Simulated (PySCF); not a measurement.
**Distorted geometries of [Lu(NH3)3]3+**

[Lu(NH3)3]3+ (singlet in the valence; each metal's 4f electrons, 14 of them, lie in its core potential, out of spins and levels). PySCF 2.14.0, RKS BP86, Lu lcecp-1-SVP with ECP60, N def2-SVP, H def2-SVP; non-relativistic Hamiltonian with scalar-relativistic core potentials where named; density fitting; no spin-orbit coupling. Relaxed geometry:

```xyz
13

Lu    0.0000    0.0000    0.0000
N     2.3500    0.0011    0.0000
H     2.8064   -0.4727    0.8170
H     2.8064   -0.4727   -0.8170
H     2.8069    0.9446    0.0000
N    -1.1760    2.0347    0.0000
H    -0.9939    2.6668    0.8170
H    -0.9939    2.6668   -0.8170
H    -2.2215    1.9585    0.0000
N    -1.1741   -2.0358    0.0000
H    -1.8126   -2.1941    0.8170
H    -1.8126   -2.1941   -0.8170
H    -0.5854   -2.9031    0.0000
```

**Question.** Order these distorted geometries by energy above the relaxed one, lowest first.
A.
```xyz
13

Lu    0.2445    0.0057    0.0198
N     2.4099    0.1110    0.0142
H     2.6897   -0.5307    0.9084
H     2.6409   -0.5555   -0.7443
H     2.7091    1.0440   -0.2143
N    -0.8944    1.8657   -0.0593
H    -1.0749    2.5902    0.9264
H    -0.8441    2.8754   -0.9700
H    -2.4234    1.8161   -0.0006
N    -1.1311   -2.2320    0.1114
H    -2.1125   -1.9604    0.8407
H    -1.6363   -2.0037   -0.9652
H    -0.5775   -3.0258    0.1328
```
B.
```xyz
13

Lu   -0.0067    0.0131   -0.0304
N     2.3712    0.0343    0.0003
H     2.7808   -0.5034    0.8367
H     2.8196   -0.4509   -0.7532
H     2.8211    0.9354   -0.0205
N    -1.1547    2.0795   -0.0547
H    -1.0015    2.6462    0.8237
H    -0.9602    2.6209   -0.8338
H    -2.2505    1.9287   -0.0355
N    -1.1871   -2.0372    0.0384
H    -1.8245   -2.1837    0.8340
H    -1.8412   -2.1866   -0.8538
H    -0.5664   -2.8963    0.0488
```
C.
```xyz
13

Lu    0.0381    0.0149   -0.0769
N     2.3838    0.1164    0.0812
H     2.8368   -0.5114    0.8665
H     2.8305   -0.5313   -0.9067
H     2.9052    1.0053    0.0042
N    -1.2723    1.9991    0.0952
H    -1.1721    2.7270    0.8525
H    -0.9384    2.5502   -0.8465
H    -2.3211    1.9428   -0.0964
N    -1.1694   -2.0189    0.0346
H    -1.9409   -2.1757    0.6781
H    -1.7196   -2.1811   -0.7287
H    -0.4606   -2.9373    0.0430
```

**Answer.** B (0.44 eV), C (1.48 eV), A (6.06 eV).

**Question.** Which forces (eV/Å) act in the one that lies 0.44 eV up?

**Answer.** 
```
Lu   0.16 -0.01  0.00
N   -1.50 -1.40  1.96
H   -0.22  0.81 -0.56
H    0.77 -0.93 -1.64
H    0.79  1.46  0.27
N   -2.41 -3.16  3.59
H    0.03  0.17 -0.58
H    0.56  2.44 -2.75
H    1.77  0.51 -0.24
N   -0.21 -0.09 -2.17
H   -0.47 -0.15  0.48
H    1.15  0.06  1.70
H   -0.41  0.28 -0.06
```
Forces carry noise of the integration grid, about 0.01 to 0.03 eV/Å.

A frequency check found unstable modes (4, the lowest at -46 cm⁻¹), so the relaxed geometry is probably a saddle point. An lcecp potential fixes the number of 4f electrons, so in runs with it no electron can move into or out of that shell.
